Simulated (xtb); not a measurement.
A run for xtb: GFN1-xTB on Br, 2S+1 = 2, a spin state set in the input, which need not be the lowest.

```
$ xtb mol.xyz --gfn 1 --sp --chrg 0 --uhf 1
1

Br     0.00000000     0.00000000     0.00000000
```

Program output:

```
[...]
           -------------------------------------------------
          |                Calculation Setup                |
           -------------------------------------------------



           -------------------------------------------------
          |                 G F N 1 - x T B                 |
           -------------------------------------------------

        Reference                      10.1021/acs.jctc.7b00118
      * Hamiltonian:
        H0-scaling (s, p, d)           1.850000    2.250000    2.000000
        zeta-weighting                 0.000000
      * Dispersion:
        s8                             2.400000
        a1                             0.630000
        a2                             5.000000
        s9                             0.000000
      * Repulsion:
        kExp                           1.500000
        rExp                           1.000000
      * Coulomb:
        alpha                          2.000000
        third order                    atomic
        anisotropic                    false
      * Halogen bond correction:
        rad-scale                      1.300000
        damping                        0.440000


          ...................................................
          :                      SETUP                      :
          :.................................................:
          :  # basis functions                  10          :
          :  # atomic orbitals                   9          :
          :  # shells                            3          :
          :  # electrons                         7          :
          :  # halogen bonds                     0          :
          :  max. iterations                   250          :
          :  Hamiltonian                  GFN1-xTB          :
          :  restarted?                      false          :
          :  GBSA solvation                  false          :
          :  PC potential                    false          :
          :  electronic temp.          300.0000000     K    :
          :  accuracy                    1.0000000          :
          :  -> integral cutoff          0.2500000E+02      :
          :  -> integral neglect         0.1000000E-07      :
          :  -> SCF convergence          0.1000000E-05 Eh   :
          :  -> wf. convergence          0.2000000E-04 e    :
          :  Broyden damping             0.4000000          :
          :  net charge                          0          :
          :  unpaired electrons                  1          :
          ...................................................

 iter      E             dE          RMSdq      gap      omega  full diag
   1     -3.8180396 -0.381804E+01  0.711E-14    9.47       9.5  T
   2     -3.8180396  0.000000E+00  0.568E-14    9.47       9.5  T
   3     -3.8180396  0.000000E+00  0.438E-14    9.47       9.5  T

   *** convergence criteria satisfied after 3 iterations ***

         #    Occupation            Energy/Eh            Energy/eV
      -------------------------------------------------------------
         1        2.0000           -0.7304204             -19.8758
         2        1.6667           -0.4710769             -12.8187
         3        1.6667           -0.4710769             -12.8187
         4        1.6667           -0.4710769             -12.8187 (HOMO)
         5                         -0.1230409              -3.3481 (LUMO)
         6                         -0.1230409              -3.3481
         7                         -0.1230409              -3.3481
         8                         -0.1230409              -3.3481
         9                         -0.1230409              -3.3481
      -------------------------------------------------------------
                  HL-Gap            0.3480360 Eh            9.4705 eV
             Fermi-level           -0.3837386 Eh          -10.4421 eV

 SCC (total)                   0 d,  0 h,  0 min,  0.002 sec
 SCC setup                      ...        0 min,  0.000 sec (  5.215%)
 Dispersion                     ...        0 min,  0.000 sec (  1.594%)
 classical contributions        ...        0 min,  0.000 sec (  0.302%)
 integral evaluation            ...        0 min,  0.000 sec ( 19.032%)
 iterations                     ...        0 min,  0.001 sec ( 63.328%)
 molecular gradient             ...        0 min,  0.000 sec (  2.557%)
 printout                       ...        0 min,  0.000 sec (  7.355%)

         :::::::::::::::::::::::::::::::::::::::::::::::::::::
         ::                     SUMMARY                     ::
         :::::::::::::::::::::::::::::::::::::::::::::::::::::
         :: total energy              -3.818039554136 Eh    ::
         :: gradient norm              0.000000000000 Eh/a0 ::
         :: HOMO-LUMO gap              9.470542000000 eV    ::
         ::.................................................::
         :: SCC energy                -3.818039554136 Eh    ::
         :: -> electrostatic           0.000000000000 Eh    ::
         :: repulsion energy           0.000000000000 Eh    ::
         :: dispersion energy          0.000000000000 Eh    ::
         :: halogen bond corr.         0.000000000000 Eh    ::
         :: add. restraining           0.000000000000 Eh    ::
         :: total charge               0.000000000000 e     ::
         :::::::::::::::::::::::::::::::::::::::::::::::::::::

           -------------------------------------------------
          |                Property Printout                |
           -------------------------------------------------

    * Orbital Energies and Occupations

         #    Occupation            Energy/Eh            Energy/eV
      -------------------------------------------------------------
         1        2.0000           -0.7304204             -19.8758
         2        1.6667           -0.4710769             -12.8187
         3        1.6667           -0.4710769             -12.8187
         4        1.6667           -0.4710769             -12.8187 (HOMO)
         5                         -0.1230409              -3.3481 (LUMO)
         6                         -0.1230409              -3.3481
         7                         -0.1230409              -3.3481
         8                         -0.1230409              -3.3481
         9                         -0.1230409              -3.3481
      -------------------------------------------------------------
                  HL-Gap            0.3480360 Eh            9.4705 eV
             Fermi-level           -0.3837386 Eh          -10.4421 eV

  Mulliken/CM5 charges         n(s)   n(p)   n(d)
     1Br    0.00000  0.00000   2.000  5.000  0.000

Wiberg/Mayer (AO) data.
largest (>0.10) Wiberg bond orders for each atom

 ---------------------------------------------------------------------------
     #   Z sym  total        # sym  WBO       # sym  WBO       # sym  WBO
 ---------------------------------------------------------------------------
     1  35 Br   0.000
 ---------------------------------------------------------------------------


 dipole moment from electron density (au)
     X       Y       Z
   0.0000   0.0000   0.0000  total (Debye):    0.000


           -------------------------------------------------
          | TOTAL ENERGY               -3.818039554136 Eh   |
          | GRADIENT NORM               0.000000000000 Eh/α |
          | HOMO-LUMO GAP               9.470542000000 eV   |
           -------------------------------------------------

------------------------------------------------------------------------
------------------------------------------------------------------------
 total:
Note: The following floating-point exceptions are signalling: IEEE_DENORMAL
normal termination of xtb
 SCF:
```

The run finished.

Cost: about 0.04 core-seconds (a rough figure).
